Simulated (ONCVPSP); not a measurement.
# Plane-wave convergence, ONCV potential for Pb (Z = 82)

- Element: lead (Pb)
- Generator: ONCVPSP 4.0.1
- Type: optimised norm-conserving Vanderbilt (ONCV)
- Functional: PBE
- Relativity: scalar-relativistic
- Frozen core: [Kr] 4d10 4f14
- Valence charge: 22
- Reference configuration: 5s2 5p6 5d10 6s2 6p2
- Partial waves: 5s+6s: rc 1.20 bohr, ncon 3, nbas 6, qcut 8.2 1/bohr, 2 projectors; 5p+6p: rc 1.75 bohr, ncon 4, nbas 7, qcut 8.1 1/bohr, 2 projectors; 5d: rc 1.20 bohr, ncon 5, nbas 8, qcut 6.7 1/bohr, 2 projectors, debl 1.2 Ha
- Local potential: polynomial inside 1.00 bohr (lpopt 3, dvloc0 1 Ha)
- Core correction: none

For each optimised wave give the share of its norm inside rc, the residual kinetic energy above qcut (Ha) and the cutoffs (Ha) for errors of 10, 1, 0.1 and 0.01 mHa per electron.

```tsv
wave	norm inside rc	residual KE	10 mHa	1 mHa	0.1 mHa	0.01 mHa
5s	0.893	3.7e-04	25.0	30.8	68.2	not reached
6s	0.056	2.7e-04	22.9	30.0	46.0	84.1
5p	0.977	5.8e-08	15.5	19.5	23.1	26.1
6p	0.066	8.1e-07	11.1	15.2	18.4	21.4
5d	0.475	2.4e-03	19.1	28.3	112.9	148.0
d projector 2	0.053	5.2e-04	15.5	20.9	44.2	183.6
```

The occupied waves need 31 Ha and 113 Ha for 1 and 0.1 mHa. 1 of 4 tests not solved or not reliable.
